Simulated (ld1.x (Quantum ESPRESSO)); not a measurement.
**Cutoff test, Nb, TM semilocal**

niobium, norm-conserving Troullier–Martins (semilocal form), made with ld1.x (Quantum ESPRESSO) 7.5 (PBE, scalar-relativistic). Core [Kr], reference 4d4 5s1 5p0. Waves: 5s (bound): rc 2.20 bohr; 5p (bound, empty): rc 4.20 bohr; 4d (bound): rc 2.00 bohr. Local part: the d channel. Core correction: Bessel-smoothed model core, default radius (core density twice the valence density).

The pseudo-atom Hamiltonian at the reference potential is diagonalised in spherical Bessel functions j_l(qr) that vanish at 20 bohr, with q² up to the cutoff. All-electron valence levels (Ry): 5s -0.2927, 5p -0.0816, 4d -0.2235.

Task: How do the lowest levels (Ry) of each channel move with the cutoff, and are there ghosts?

Result:

```json
{"cutoff (Ry)": "8", "s #1": "-0.2691", "p #1": "-0.0816", "p #2": "0.0483", "d #1": "-0.0118", "d #2": "0.0690", "Σ f·Δε (mRy)": "870.2"}
{"cutoff (Ry)": "12", "s #1": "-0.2861", "p #1": "-0.0816", "p #2": "0.0483", "d #1": "-0.0855", "d #2": "0.0576", "Σ f·Δε (mRy)": "558.2"}
{"cutoff (Ry)": "18", "s #1": "-0.2913", "p #1": "-0.0816", "p #2": "0.0483", "d #1": "-0.1731", "d #2": "0.0529", "Σ f·Δε (mRy)": "202.6"}
{"cutoff (Ry)": "30", "s #1": "-0.2921", "p #1": "-0.0816", "p #2": "0.0483", "d #1": "-0.2190", "d #2": "0.0515", "Σ f·Δε (mRy)": "18.4"}
{"cutoff (Ry)": "40", "s #1": "-0.2923", "p #1": "-0.0816", "p #2": "0.0483", "d #1": "-0.2233", "d #2": "0.0513", "Σ f·Δε (mRy)": "0.9"}
{"cutoff (Ry)": "50", "s #1": "-0.2925", "p #1": "-0.0816", "p #2": "0.0483", "d #1": "-0.2234", "d #2": "0.0513", "Σ f·Δε (mRy)": "0.4"}
{"cutoff (Ry)": "400", "s #1": "-0.2927", "p #1": "-0.0816", "p #2": "0.0483", "d #1": "-0.2235", "d #2": "0.0513", "Σ f·Δε (mRy)": "0.0"}
```

Result: no extra level below or beside the all-electron valence levels (s, p, d tested); the semilocal form is local in each channel, so this says nothing of the separable form that plane-wave codes build from it; 10 mRy is reached at 35 Ry and 1 mRy at 40 Ry.

Its largest configuration-test error is -499 meV.
